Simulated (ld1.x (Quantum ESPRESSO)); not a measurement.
## What one change does to a pseudopotential (fluorine (F), PAW)

- Element: F (Z = 9)
- Generator: ld1.x (Quantum ESPRESSO) 7.5
- Type: PAW
- Functional: PBEsol
- Relativity: non-relativistic
- Frozen core: [He]
- Valence charge: 7
- Reference configuration: 2s2 2p4.75 (charge +0.25)
- Partial waves: 2s (bound): rcut 0.65, rcutus 0.85 bohr; 2s channel at 2.6 Ry: rcut 0.65, rcutus 0.85 bohr; 2p (bound): rcut 1.35, rcutus 1.75 bohr; 2p channel at 3.25 Ry: rcut 1.35, rcutus 1.75 bohr; 3d channel at -0.1 Ry: rcut 1.05, rcutus 1.25 bohr
- Local potential: all-electron potential smoothed inside 0.85 bohr (lloc = -2)
- Core correction: Bessel-smoothed model core, default radius (core density twice the valence density)
- Augmentation charge: BESSEL, radius 0.55 bohr

All-electron outer shells of the reference configuration (PBEsol, non-relativistic, ld1.x):

| shell | level (eV) | outermost node (bohr) | outermost maximum (bohr) |
| --- | --- | --- | --- |
| 2s | -33.67 | 0.24 | 0.76 |
| 2p | -14.99 | – | 0.70 |

Change: augmentation BESSEL, radius 0.70 bohr.

Cutoffs: the cutoffs (Ry, on a coarse ladder) from which the occupation-weighted sum of valence levels, in a spherical-Bessel basis at the reference potential, stays within 10 and 1 mRy of its value at 400 Ry; they do not see the model core or the augmentation charge, which bear on the density cutoff. Errors are all-electron minus pseudo energies relative to the spin-unpolarised reference configuration.

Q: How do hardness, ghosts and transferability respond?

A: The potential gets neither clearly harder nor softer (25 Ry and 50 Ry → 25 Ry and 50 Ry); of the 7 tests that both files solve, the error grows in 1 and shrinks in 4 by more than 15 % and 0.3 meV (median size 5.0 → 4.1 meV); neither file shows a bound ghost.

```tsv
quantity	base	changed
cutoff, loose	25 Ry	25 Ry
cutoff, tight	50 Ry	50 Ry
bound ghosts	none	none
error for 2s2 2p5, meV [ΔE -3.25 eV]	+0.3	+0.3
error for 2s2 2p4, meV [ΔE 16.08 eV]	+2.7	+2.5
error for 2s2 2p3, meV [ΔE 54.37 eV]	+6.7	+3.8
error for 2s2 2p2, meV [ΔE 114.86 eV]	+1.9	-8.4
error for 2s1 2p5, meV [ΔE 34.97 eV]	+5.0	+4.1
error for 2s2 2p1, meV [ΔE 200.45 eV]	+76	+56
error for 2s1 2p6, meV [ΔE 15.36 eV]	+13	+10
s: phases at 1.91 bohr within 0.05 rad from the reference energy up to (Ry; the scan ends near 5)	to the end of the scan	to the end of the scan
p: phases at 1.91 bohr within 0.05 rad from the reference energy up to (Ry; the scan ends near 5)	to the end of the scan	to the end of the scan
d: phases at 1.91 bohr within 0.05 rad from the reference energy up to (Ry; the scan ends near 5)	to the end of the scan	to the end of the scan
lowest overlap eigenvalue by channel	s 0.56, p 0.81, d 0.87	s 0.56, p 0.81, d 0.87
```
